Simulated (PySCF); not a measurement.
Changes within a family of molecules, several properties at once.

PySCF, wB97X-D/def2-SVPD, density fitting, gas phase; each molecule at its own PBE0-D3(BJ)/def2-SVP geometry, one conformer. Singlet excitations by full TDDFT with frozen cores, triplets by Tamm–Dancoff TDDFT and ionisation energies by ΔSCF, from the lowest of the holes tried. 

Reference: `FC1=C[CH2][GeH2][CH2]1`, with HOMO energy -8.83 eV, LUMO energy 1.91 eV, lowest singlet excitation 6.68 eV, lowest triplet excitation 4.40 eV, mean polarisability 74.8 au and vertical ionisation energy 9.08 eV.

Changes against it:

```csv
molecule,Δ HOMO energy (eV),Δ LUMO energy (eV),Δ lowest singlet excitation (eV),Δ lowest triplet excitation (eV),Δ mean polarisability (au),Δ vertical ionisation energy (eV)
OB(O)C1=C[CH2][GeH2][CH2]1,+0.06,-0.72,-0.52,-0.49,+22.0,-0.24
CC#CC1=C[CH2][GeH2][CH2]1,+0.72,-0.60,-1.26,-0.94,+42.1,-0.94
[SiH3]CC1=C[CH2][GeH2][CH2]1,+0.39,-0.06,-0.37,-0.22,+41.0,-0.65
C1=C(C2CCC2)[CH2][GeH2][CH2]1,+0.32,+0.12,-0.09,-0.06,+45.2,-0.59
```

Rows whose labels were lost:

```tsv
row	Δ HOMO energy (eV)	Δ LUMO energy (eV)	Δ lowest singlet excitation (eV)	Δ lowest triplet excitation (eV)	Δ mean polarisability (au)	Δ vertical ionisation energy (eV)
P	-0.02	-0.41	-0.40	-0.36	+46.1	-0.22
Q	-0.66	-2.16	-1.45	-0.96	+41.7	+0.41
R	+0.85	+0.14	-0.59	-0.07	+41.9	-1.10
```

Which row belongs to which of `CC(C)OC1=C[CH2][GeH2][CH2]1`, `ClB(Cl)C1=C[CH2][GeH2][CH2]1` and `COB(OC)C1=C[CH2][GeH2][CH2]1`?

P = `COB(OC)C1=C[CH2][GeH2][CH2]1`, Q = `ClB(Cl)C1=C[CH2][GeH2][CH2]1` and R = `CC(C)OC1=C[CH2][GeH2][CH2]1`. P and Q are told apart most clearly by the LUMO energy (-0.41 against -2.16 eV); P and R are told apart most clearly by the vertical ionisation energy (-0.22 against -1.10 eV); Q and R are told apart most clearly by the LUMO energy (-2.16 against +0.14 eV).

Which row has the smallest HOMO–LUMO gap and which the largest, and does the HOMO or the LUMO shift more there?

Smallest, counted from the reference: Q, -1.50 eV (HOMO -0.66, LUMO -2.16), the larger shift being that of the LUMO. Largest: `C1=C(C2CCC2)[CH2][GeH2][CH2]1`, -0.20 eV (HOMO +0.32, LUMO +0.12), the larger shift being that of the HOMO. The gap of the reference itself lies above all of them.
